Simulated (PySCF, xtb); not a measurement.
BeH5NOSi, SMILES [NH2][Be][O][SiH3]. One conformer was computed; it need not be the lowest.

Harmonic wavenumbers (cm⁻¹) from GFN2-xTB run with xtb at its own minimum, in rising order: 4, 99, 105, 236, 289, 485, 502, 517, 613, 616, 783, 785, 822, 1004, 1394, 1569, 2216, 2219, 2241, 3518, 3520.

Question: What does B3LYP-D3(BJ)/def2-SVP (PySCF) give at its own minimum? (The exact figures need the calculation; the answer reports its results.)

Answer: 7, 37, 68, 328, 368, 431, 518, 678, 742, 746, 960, 963, 1007, 1030, 1512, 1606, 2210, 2212, 2220, 3583, 3653. Paired by order, the mean absolute difference is 82 cm⁻¹ and the zero-point energies are 33.6 and 35.6 kcal/mol.
